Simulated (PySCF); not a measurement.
# Radial density of Sc²⁺ (scandium, charge +2)

B2PLYP, [Ar] 3d1, 2D determinant. Computed with PySCF 2.14 in aug-cc-pVDZ-DK (7s6p4d2f, 59 functions), with scalar relativity by spin-free X2C-1e.

```
r (bohr)  4πr²ρ (e/bohr)  4πr²(ρα − ρβ)
 0.00131          0.1678         0.0000
 0.00220          0.4303         0.0000
 0.00370           1.081         0.0000
 0.00622           2.617         0.0000
  0.0105           5.951         0.0000
  0.0176           12.10        -0.0001
  0.0296           20.29        -0.0001
  0.0498           24.87        -0.0001
  0.0838           20.56        -0.0001
   0.141           19.40         0.0023
   0.237           26.38         0.0247
   0.399           14.85         0.1393
   0.671           7.093         0.4227
    1.13           8.101         0.6101
    1.90           1.870         0.3579
    3.19         0.09790         0.0653
    5.37        0.001869         0.0018
    9.03       4.399e-05         0.0000
    15.2       1.036e-05         0.0000
```

Densities and radii are taken from the X2C orbitals without a picture-change correction, which distorts them close to the nucleus.
